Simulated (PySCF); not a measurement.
Diagnose this run.

A geometry optimisation on C2Cl2N2S2Zr, SMILES `S=C=[N][Zr]([Cl])([Cl])[N]=C=S` (singlet state). The calculation used PySCF 2.14.0, PBE0-D3(BJ)/def2-SVP geometry optimisation, gas phase, def2 core potentials past Kr.

Driver input (Å, GFN2-xTB start):

```
{"job": {"xc": "PBE0", "basis": "def2-SVP", "d3": "d3bj", "grid": 1, "maxiter": 30, "shake": 0.03, "kind": "geom"}, "charge": 0, "multiplicity": 1}
Zr    -0.6650    -0.0633    -0.4917
N     -0.8658     0.0050     1.5078
C     -0.8956    -0.0187     2.6873
S     -0.7382    -0.0485     4.2582
N      1.1123    -0.0369    -1.3576
C      2.2374     0.0043    -1.7404
S      3.7356    -0.0047    -2.2778
Cl    -1.8387     1.7948    -1.3516
Cl    -1.9493    -1.7015    -1.2599
```

Output:

```
step   0  E = -1948.34712568  max force = 0.063153
step   1  E = -1948.35869771  max force = 0.015874
step   2  E = -1948.36125307  max force = 0.005869
step   3  E = -1948.36212974  max force = 0.006893
step   4  E = -1948.36231589  max force = 0.002810
step   5  E = -1948.36236035  max force = 0.001157
step   6  E = -1948.36234434  max force = 0.005486
step   7  E = -1948.36239172  max force = 0.003828
step   8  E = -1948.36243877  max force = 0.002666
step   9  E = -1948.36247099  max force = 0.001909
step  10  E = -1948.36249251  max force = 0.001287
step  11  E = -1948.36250637  max force = 0.000801
step  12  E = -1948.36251470  max force = 0.000541
step  13  E = -1948.36251727  max force = 0.000516
step  14  E = -1948.36251828  max force = 0.000508
step  15  E = -1948.36251872  max force = 0.000506
step  16  E = -1948.36251892  max force = 0.000504
step  17  E = -1948.36251902  max force = 0.000504
step  18  E = -1948.36251907  max force = 0.000504
step  19  E = -1948.36251910  max force = 0.000504
step  20  E = -1948.36251913  max force = 0.000504
step  21  E = -1948.36251916  max force = 0.000504
step  22  E = -1948.36251919  max force = 0.000504
step  23  E = -1948.36251922  max force = 0.000504
step  24  E = -1948.36251925  max force = 0.000504
step  25  E = -1948.36251928  max force = 0.000504
step  26  E = -1948.36251931  max force = 0.000504
step  27  E = -1948.36251934  max force = 0.000503
step  28  E = -1948.36251937  max force = 0.000503
step  29  E = -1948.36251939  max force = 0.000503
step  30  E = -1948.36251942  max force = 0.000503
optimisation not converged
```

Energies are in Eh and forces in Eh/bohr.

Question: Can the results be trusted, and what went wrong?

Answer: Not as they stand: step limit reached with the energy nearly constant. After 31 gradient evaluations the largest force component was 0.00050 Eh/bohr against a threshold of 0.00045, and over the last 5 steps the energy changed by 0.000 kcal/mol in all, within a range of 0.000 kcal/mol, the last step by 0.000 kcal/mol. The energy rose in 1 of the 30 steps.

Question: How can it be mended?

Answer: Restart from the last geometry, if need be with a computed Hessian or a finer grid, and confirm the end point by frequencies.

Time: 7.4 min; peak memory 0.69 GiB. Hardware: one thread of an Intel Xeon at 2.60 GHz, shared host.
